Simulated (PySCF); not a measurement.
`C[C@@H]1[C@H]2C[C@@H](C)[C@@H]12`, C$_{7}$H$_{12}$

Molfile (atoms numbered from 1):
```
C7H12
     RDKit          3D

 19 20  0  0  0  0  0  0  0  0999 V2000
    1.5226    0.2949    2.2847 C   0  0  0  0  0  0  0  0  0  0  0  0
    0.9026    0.0063    0.9438 C   0  0  2  0  0  0  0  0  0  0  0  0
    0.8096    1.1234   -0.0479 C   0  0  1  0  0  0  0  0  0  0  0  0
    0.2962    0.6015   -1.3838 C   0  0  0  0  0  0  0  0  0  0  0  0
   -1.0074    0.1178   -0.6789 C   0  0  1  0  0  0  0  0  0  0  0  0
   -1.4289   -1.3312   -0.8090 C   0  0  0  0  0  0  0  0  0  0  0  0
   -0.4394    0.6076    0.6541 C   0  0  1  0  0  0  0  0  0  0  0  0
    1.2836    1.3167    2.6197 H   0  0  0  0  0  0  0  0  0  0  0  0
    2.6197    0.2058    2.2469 H   0  0  0  0  0  0  0  0  0  0  0  0
    1.1547   -0.4016    3.0545 H   0  0  0  0  0  0  0  0  0  0  0  0
    1.1156   -0.9983    0.5527 H   0  0  0  0  0  0  0  0  0  0  0  0
    1.3362    2.0690    0.1088 H   0  0  0  0  0  0  0  0  0  0  0  0
    0.1107    1.3865   -2.1302 H   0  0  0  0  0  0  0  0  0  0  0  0
    0.9137   -0.1846   -1.8513 H   0  0  0  0  0  0  0  0  0  0  0  0
   -1.8413    0.7719   -0.9795 H   0  0  0  0  0  0  0  0  0  0  0  0
   -1.7124   -1.5718   -1.8460 H   0  0  0  0  0  0  0  0  0  0  0  0
   -0.6165   -2.0166   -0.5207 H   0  0  0  0  0  0  0  0  0  0  0  0
   -2.2949   -1.5513   -0.1648 H   0  0  0  0  0  0  0  0  0  0  0  0
   -1.0214    1.0830    1.4495 H   0  0  0  0  0  0  0  0  0  0  0  0
  1  2  1  0
  2  3  1  0
  3  4  1  0
  4  5  1  0
  5  6  1  0
  5  7  1  0
  7  2  1  0
  7  3  1  0
  1  8  1  0
  1  9  1  0
  1 10  1  0
  2 11  1  6
  3 12  1  6
  4 13  1  0
  4 14  1  0
  5 15  1  6
  6 16  1  0
  6 17  1  0
  6 18  1  0
  7 19  1  1
M  END
```

Computed with TDDFT B3LYP/def2-SVPD circular dichroism and optical rotation, one conformer, gas phase in PySCF. Geometry: PBE0-D3(BJ)/def2-SVP.

States above about 7.0 eV lie in this functional's continuum (it starts at minus the energy of the highest occupied orbital, well below the true ionisation energy for most functionals) and depend on the basis.

Draw the ECD and absorption spectra from the lowest 8 states, each a Gaussian of half-width 0.2 eV at 1/e height.


| E (eV) | λ (nm) | Δε (L mol⁻¹ cm⁻¹) | ε (L mol⁻¹ cm⁻¹) |
| --- | --- | --- | --- |
| 6.30 | 197 | -0.02 | 0.966 |
| 6.45 | 192 | -0.39 | 23.6 |
| 6.60 | 188 | -3.10 | 197 |
| 6.75 | 184 | -7.94 | 701 |
| 6.90 | 180 | -6.32 | 1750 |
| 7.05 | 176 | +0.74 | 2990 |
| 7.20 | 172 | +11.28 | 3030 |
| 7.35 | 169 | +21.17 | 3010 |
| 7.50 | 165 | +16.14 | 2400 |

Δε uses R in velocity form, ε uses f in length form. Only the states computed contribute, so the short-wavelength end is incomplete.
